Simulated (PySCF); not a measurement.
# Field gradients at the hydrogen positions

Species: C3H8F2Si.
Geometry (GFN2-xTB, Å), atoms numbered from 1 in this order:
```
atom  x, y, z in Å
C1    -2.0840    0.0692   -0.1425
C2    -0.6861   -0.4789    0.0977
F3    -0.4207   -1.4392   -0.8724
C4     0.3976    0.5865    0.0396
Si5    2.1511   -0.1496    0.0787
F6     3.1478    1.1165    0.1843
H7    -2.8131   -0.7373   -0.1277
H8    -2.1270    0.5581   -1.1131
H9    -2.3350    0.7887    0.6316
H10   -0.6416   -1.0196    1.0523
H11    0.2485    1.2680    0.8781
H12    0.2632    1.1711   -0.8733
H13    2.3862   -0.9101    1.2986
H14    2.5126   -0.8240   -1.1542
```

Level: PBE0/pcSseg-1 (PySCF, non-relativistic); Q(2H) = 0.00286 b; rigid geometry, the same for H and D, with no vibrational averaging.

Problem. Rank these positions by the coupling χzz of a deuteron there, largest first.
A. H13 (Si–H hydrogen)
B. H8 (methyl hydrogen)
C. H12 (methylene hydrogen)
D. H10 (methine hydrogen)

Solution. B (210 kHz), C (206 kHz), D (189 kHz), A (110 kHz).

Problem. Give the electric field gradient Vzz (the principal value of largest size), its asymmetry and the 2H coupling at each hydrogen.

Solution. 
```csv
atom,bonded to,bond length (Å),Vzz (au),η,χzz (kHz)
H7,C1,1.087,0.3139,0.02,211
H8,C1,1.088,0.3127,0.03,210
H9,C1,1.086,0.3160,0.03,212
H10,C2,1.098,0.2807,0.05,189
H11,C4,1.091,0.3110,0.03,209
H12,C4,1.092,0.3067,0.03,206
H13,Si5,1.457,0.1631,0.01,110
H14,Si5,1.451,0.1672,0.01,112
```

Problem. Average by the element that carries the hydrogen.

Solution. on C: 206 kHz over 6 positions, mean bond length 1.090 Å; on Si: 111 kHz over 2 positions, mean bond length 1.454 Å.

Problem. How does χzz go with the bond length over the 6 C–H bonds?

Solution. A straight-line fit has a slope of -19.1 kHz for each 0.01 Å, with a correlation coefficient of -0.94, over lengths from 1.086 to 1.098 Å. The longer bonds have the smaller couplings here.

Problem. A static deuteron (I = 1) shows a doublet split by (3/2)χ, (3/4)χ(1 + η) and (3/4)χ(1 − η) with the field along z, y and x of the gradient. What are these for H9?

Solution. With |χ| = 212.4 kHz and η = 0.031: 319, 164 and 154 kHz, to first order and without motion.

Geometry: GFN2-xTB, one conformer, isolated molecule. GFN2-xTB bond lengths can be off by several hundredths of an ångström, more for odd bonds, and the gradients follow them. A larger basis could move these couplings by a tenth or more.
